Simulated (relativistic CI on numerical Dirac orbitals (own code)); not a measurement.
Radial parameters of Eu¹²⁺

Computed by Dirac-Coulomb-Breit CI, separate exchange-only KLI orbitals for each configuration, model QED (radiative potential, 1s self-energy scaled to tabulated hydrogen-like ionisation energies), unscaled Slater integrals (own radial code, finite nucleus).

Slater integrals F^k, G^k are unscaled and averaged over j, outside the closed core [Kr] 4d10; ζ comes from projecting the Hamiltonian with its Breit term on Σ l·s of the shell.

- 4f3.5s2: F^2(4f,4f) = 143580, F^4(4f,4f) = 91807, F^6(4f,4f) = 66566, ζ(4f) = 1738.6 cm⁻¹; <r>(4f) = 0.698, <r^2>(4f) = 0.5775 (bohr units).
- 4f5: F^2(4f,4f) = 137680, F^4(4f,4f) = 87816, F^6(4f,4f) = 63603, ζ(4f) = 1556.7 cm⁻¹; <r>(4f) = 0.7231, <r^2>(4f) = 0.6212 (bohr units).
- 4f4.5s: F^2(4f,4f) = 140410, F^4(4f,4f) = 89658, F^6(4f,4f) = 64969, ζ(4f) = 1646.5, G^3(4f,5s) = 31611 cm⁻¹; <r>(4f) = 0.7112, <r^2>(4f) = 0.6006, <r>(5s) = 1.173, <r^2>(5s) = 1.532 (bohr units).

Averages of the first 10 configurations, taken without configuration mixing, which lowers the lowest level and can move excited configurations by several eV; other configurations of the list can lie among them:

```tsv
Configuration	Parity	States	Average energy above the lowest level (eV)
4f3.5s2	odd	364	5.8
4f5	odd	2002	35.5
4f4.5s	even	2002	18.2
4f2.5s2.5p	odd	546	23.3
4f3.5s.5p	even	4368	32.5
4f2.5s.5p2	even	2730	52.0
4f.5s2.5p.5d	even	840	91.5
4f2.5s2.5d	even	910	67.9
4f.5s2.5p.6s	even	168	126.7
4f4.6s	even	2002	118.6
```
